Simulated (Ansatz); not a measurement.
Cost and result up the ladder for the cluster Rb6 (the lowest singlet isomer of a short search) (6 atoms). Total charge 0; singlet. Geometry: PBE0/def2-SVP.

```
atom   x (Å)   y (Å)   z (Å)
 Rb1  -3.255  -2.211  -0.978
 Rb2   2.857   0.408   2.937
 Rb3   3.343   1.724  -1.684
 Rb4  -1.428  -1.872   3.522
 Rb5  -0.577   0.282  -4.178
 Rb6  -0.939   1.669   0.382
```

Ansatz on 2 threads of Intel Xeon Platinum 8259CL on a shared host. Times are rough, and most runs start from the orbitals of an earlier one. No level here is sound enough to serve as a yardstick. Binding counts from free atoms at the same level (Rb doublet; other spins of the atoms weren't run), without zero-point energy or a counterpoise term.

In the def2 sets Rb takes a core potential; there is no spin–orbit coupling. HSE06 is defined as in plane-wave codes, on full-range PBE exchange. Correlated methods freeze no core orbitals; core or outer-core shells of Rb are correlated, in sets that lack core-valence functions. The rows differ in basis, and correlated rows in double-zeta sets carry the largest basis error. The structure comes from a short search, and lower isomers may exist.

Run but left out: HF/STO-3G, BHLYP/def2-TZVP, B2PLYP/def2-TZVP (restricted singlet, unstable in another Hartree–Fock run and untested here); HF/def2-TZVP (restricted singlet, unstable towards broken spin symmetry).

Correlated methods converge slowly with the basis, most of all in double-zeta sets.

| level | functions | wall time | binding energy per atom (eV) | remarks |
| --- | --- | --- | --- | --- |
| LDA (SPW92)/def2-TZVP | 198 | 6 s | 0.48 | restricted SCF unstable in HF |
| PBE/def2-SVP | 144 | 6.5 s | 0.41 | restricted SCF unstable in HF |
| PBE0/def2-SVP | 144 | 7 s | 0.37 | restricted SCF unstable in HF |
| PBE/def2-TZVPD | 198 | 12 s | 0.42 | restricted SCF unstable in HF |
| PBE/def2-TZVP | 198 | 13 s | 0.42 | restricted SCF unstable in HF |
| MP2/def2-TZVP | 198 | 13 s | 0.32 | restricted SCF unstable |
| HSE06/def2-TZVP | 198 | 16 s | 0.39 | restricted SCF unstable in HF |
| r2SCAN/def2-TZVPD | 198 | 19 s | 0.33 | restricted SCF unstable in HF |
| r2SCANh/def2-TZVP | 198 | 20 s | 0.33 | restricted SCF unstable in HF |
| r2SCAN/def2-TZVP (with forces) | 198 | 23 s | 0.33 | restricted SCF unstable in HF |
| RPA@PBE/def2-TZVP | 198 | 25 s | 0.32 | restricted SCF unstable in HF |
| B97M-V/def2-TZVP | 198 | 52 s | 0.43 | restricted SCF unstable in HF |
| ωB97X-V/def2-TZVP | 198 | 53 s | 0.37 | restricted SCF unstable in HF |
| CCSD(T)/def2-SVP | 144 | 2.8 min | 0.32 | restricted SCF unstable |
